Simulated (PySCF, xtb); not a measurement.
WOF₃, SMILES [O]=[W+]([F])([F])[F], charge +1, multiplicity 1.

Harmonic wavenumbers (cm⁻¹) from GFN2-xTB run with xtb at its own minimum, in rising order: 139, 139, 183, 203, 204, 502, 506, 506, 877.

Task: What does B3LYP-D3(BJ)/def2-SVP run with PySCF 2.14.0 give at its own minimum? (An estimate is asked for; the answer gives what the named calculation found.)

Result: 180, 180, 211, 298, 298, 789, 800, 800, 1120. Paired by order, the mean absolute difference is 157 cm⁻¹ and the zero-point energies are 4.7 and 6.7 kcal/mol.
